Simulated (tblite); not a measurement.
Species: C₅H₈NPSi.
Cartesian coordinates in Å at the GFN2-xTB level; atoms count from 1:
```
atom  x, y, z in Å
C1     3.138   -0.105   -0.608
C2     1.681   -0.172   -0.258
N3     0.962    0.867   -0.610
C4    -0.335    0.961   -0.389
C5    -1.141    0.011    0.233
Si6   -2.989    0.322    0.471
C7    -0.578   -1.172    0.687
P8     1.094   -1.617    0.562
H9     3.264   -0.282   -1.676
H10    3.706   -0.854   -0.061
H11    3.526    0.888   -0.391
H12   -0.777    1.885   -0.743
H13   -3.727   -0.773   -0.163
H14   -3.334    1.602   -0.144
H15   -3.273    0.343    1.908
H16   -1.225   -1.897    1.170
```

All values are computed: GFN2-xTB (tblite) harmonic vibrations without scaling, gas phase. The method is semi-empirical: single wavenumbers can be off by several per cent or more. Modes of hydrogen on silicon can be 10 to 20 % off. The optimisation stopped once no atom felt more than 0.01 eV/Å.

Lowest wavenumbers of the output (negative numbers stand for imaginary wavenumbers):
```
mode    cm-1
  1     -29.8
  2     -18.3
  3      70.7
  4     175.5
  5     179.5
  6     297.3
  7     309.5
  8     340.7
```

Task: Is this structure a minimum?

Result: Not by this Hessian. 1 mode is imaginary beyond 20i (30i cm⁻¹), and 1 more slightly so (18.3i). The curvature is small, so loose convergence or finite differences may be the whole cause.

Task: Which atoms move in the imaginary modes?

Result: 30i: H9 (methyl hydrogen) 34 %, H11 (methyl hydrogen) 33 %, H10 (methyl hydrogen) 27 %; 18i: H15 (Si–H hydrogen) 32 %, H13 (Si–H hydrogen) 31 %, H14 (Si–H hydrogen) 28 %. These are shares of the mass-weighted motion.

Task: What is the remedy?

Result: Step along such a mode in both directions, optimise again with tighter thresholds and repeat the frequencies. The zero-point energy of this point (69.2 kcal/mol) counts the 40 real modes alone, and thermal corrections from it aren't those of a minimum.

On one thread, Arm Neoverse V2 (aarch64), shared host with 192 logical CPUs at a one-minute load of 45, this took 0.52 s. This covers the Hessian and the dipole derivatives.
